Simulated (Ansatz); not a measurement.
```xyz
3

Si   -0.8471    0.1634   -0.6140
C     0.8251    0.4674    0.0644
O     2.0971    0.6987    0.5804
```

Basis set: cc-pVDZ (spherical functions). Correlated methods keep 7 orbitals frozen. Charge 0, multiplicity 1.

Computed with Ansatz (development build ahead of 0.2.0); the reference of a correlated method needn't be the lowest determinant of its kind. Restricted open shells among the atoms or ions are ROHF, correlated in semicanonical orbitals with singles.

Task: Give the atomization energy at this shape (free ground-state atoms in the same class of orbitals less the molecule, no zero-point energy) of singlet COSi by RHF-CCSD(T), RHF-CCSD.

Result:

```csv
method,atomization energy
RHF-CCSD(T),217.60 kcal/mol
RHF-CCSD,203.53 kcal/mol
```

Caution: another spin multiplicity may lie lower; large amplitudes, a single reference is doubtful; no unrestricted run beside it, a lower state can exist; the reference determinant was not shown to be the lowest.
